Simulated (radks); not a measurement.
Values are calculated unless marked as measured or tabulated.
Task: Mean orbital radii <r> (bohr) of the tantalum ion Ta3+, [Xe] 4f14 5d2, of relativity; Dirac values are averaged over j with weights 2j + 1. Spin-unpolarised spherical Kohn-Sham, BLYP, point nucleus unless stated (finite: rms radius 5.3507 fm), a radial shooting solver on a logarithmic mesh with Libxc functionals. A level marked "c x" has the speed of light scaled by that factor and shares open shells by 2j + 1; other Dirac levels either fill j = l - 1/2 first or share by 2j + 1.

shell       non-rel.
3s            0.2232
3p            0.2132
3d            0.1871
4s            0.4989
4p            0.5067
4d            0.5255
5s             1.197
5p             1.323
4f            0.6165
5d             1.822
6s (empty)     2.888
6p (empty)     3.315

Give the values at the level "Dirac, c x 0.75".

Result: 
shell       Dirac, c x 0.75  change of magnitude (%)
3s                   0.1873                   -16.08
3p                   0.1962                    -7.97
3d                   0.1847                    -1.27
4s                   0.4231                   -15.18
4p                   0.4699                    -7.27
4d                   0.5228                    -0.52
5s                    1.006                   -15.93
5p                    1.236                    -6.58
4f                   0.6600                    +7.07
5d                    1.886                    +3.50
6s (empty)            2.508                   -13.16
6p (empty)            3.162                    -4.63
